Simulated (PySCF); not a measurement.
# Core-level binding energies of GaH2(OEt)

Species: GaH2(OEt), C₂H₇GaO.
Structure used (PBE0-D3(BJ)/def2-SVP), in Å, numbered top down from 1:
```
atom  x, y, z in Å
Ga1    0.915    1.831   -0.931
H2     2.267    2.146   -1.637
H3    -0.446    2.606   -0.954
O4     0.958    0.352    0.065
C5    -0.122   -0.192    0.770
C6    -0.587   -1.491    0.142
H7     0.198   -0.381    1.812
H8    -0.975    0.516    0.831
H9    -1.386   -1.957    0.740
H10   -0.974   -1.318   -0.875
H11    0.252   -2.199    0.068
```

Method: delta-SCF UKS SCAN, pcX-2 on the ionised atom, pcseg-1 elsewhere, spin-free X2C in PySCF. Binding energies are ΔSCF values: E(core-ionised, relaxed orbitals) − E(ground state) at a fixed geometry, referred to the vacuum level.

What binding energy does each computed site have?

```
atom(s)                    environment  level  binding energy (eV)  above the level's lowest (eV)  count
     O4      oxygen bonded to C and Ga   O 1s               537.13                           0.00      1
     C5  carbon bonded to C, O and 2 H   C 1s               291.93                          +1.40      1
     C6     carbon bonded to C and 3 H   C 1s               290.53                           0.00      1
```

Lowest listed C 1s: C6, bonded to C and 3 H. Highest, 1.40 eV above it: C5, bonded to O, C and 2 H.

Which effective nuclear charge Zeff reproduces each element's mean 1s value in the hydrogen-like formula E = 13.606 eV × Zeff²?

C (Z = 6): mean 291.2 eV, Zeff = 4.63, Z − Zeff = 1.37; O (Z = 8): mean 537.1 eV, Zeff = 6.28, Z − Zeff = 1.72. Means run over the listed sites, weighted by atom count.

No level of gallium is listed. Isolated species at its PBE0-D3(BJ)/def2-SVP geometry (one conformer only).
